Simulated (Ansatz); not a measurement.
The first iterations of a band of C$_{3}$H$_{9}$FGe (14 atoms, charge 0, multiplicity 1).

All numbers below come from RHF/def2-SVP (Ansatz 0.2.0).

```json
{"movable images": "9", "climbing image": "yes", "spring": "5.0 eV/Å²", "optimiser": "quadratic models (default)", "start path": "through a guess of the saddle point", "force threshold": "0.05 eV/Å", "iteration limit": "46", "end points": "relaxed"}
```

Initial state:

```xyz
14
Properties=species:S:1:pos:R:3
C -1.589 -0.248 1.269
Ge 0.352 -0.455 1.102
C 1.017 0.563 -0.470
C 0.488 0.121 -1.819
F 0.652 1.883 -0.268
H -1.850 0.811 1.298
H -2.106 -0.710 0.426
H -1.946 -0.718 2.187
H 0.731 -1.938 0.926
H 1.059 0.091 2.352
H 2.108 0.539 -0.480
H 0.864 0.779 -2.605
H -0.602 0.152 -1.849
H 0.810 -0.898 -2.041
```

Final state:

```xyz
14
Properties=species:S:1:pos:R:3
C -1.555 -0.371 1.281
Ge 0.395 -0.431 1.098
C 0.966 0.640 -0.477
C 0.462 0.162 -1.822
F 0.500 1.927 -0.267
H -1.893 0.665 1.319
H -2.043 -0.864 0.439
H -1.868 -0.872 2.198
H 0.884 -1.880 0.914
H 1.070 0.163 2.344
H 2.055 0.703 -0.496
H 0.862 -0.828 -2.050
H 0.779 0.849 -2.609
H -0.627 0.107 -1.843
```

| iteration | highest image above the first end (eV) | largest band force component (eV/Å) |
| --- | --- | --- |
| 1 | 1.176 | 7.634 |
| 2 | 0.214 | 1.257 |

Problem. Does the band converge within its limit, and where does its top end?

Solution. The run converged. It ended after 6 iterations with the highest image 0.159 eV above the first end. A vibrational analysis at the climbing image gives one clearly imaginary mode, 253i cm⁻¹: a first-order saddle point.

The run took 2.3 min on 2 threads of Arm Neoverse V2, on a shared host, peak memory 0.37 GiB.
